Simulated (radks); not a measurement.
Removal energies from the silver ion Ag3+, [Kr] 4d8, by Delta-SCF beside the eigenvalue of the level emptied. Calculated with a radial shooting solver on a logarithmic mesh with Libxc functionals: scalar-relativistic Kohn-Sham, r2SCAN, spin-polarised, spherical densities, finite nucleus; meta-GGA in the generalised Kohn-Sham scheme; Fermi nuclear charge, rms radius of each element as measured or else 0.836 A^(1/3) + 0.57 fm. Open shells are filled with parallel spins first.

4d: final configuration [Kr] 4d7; Delta-SCF (eV) 50.414; -eigenvalue (eV) 42.835
4p: final configuration [Ar] 3d10 4s2 4p5 4d8; Delta-SCF (eV) 106.19; -eigenvalue (eV) 97.511
4s: final configuration [Ar] 3d10 4s1 4p6 4d8; Delta-SCF (eV) 144.29; -eigenvalue (eV) 135.31
3d: final configuration [Ar] 3d9 4s2 4p6 4d8; Delta-SCF (eV) 420.98; -eigenvalue (eV) 401.10
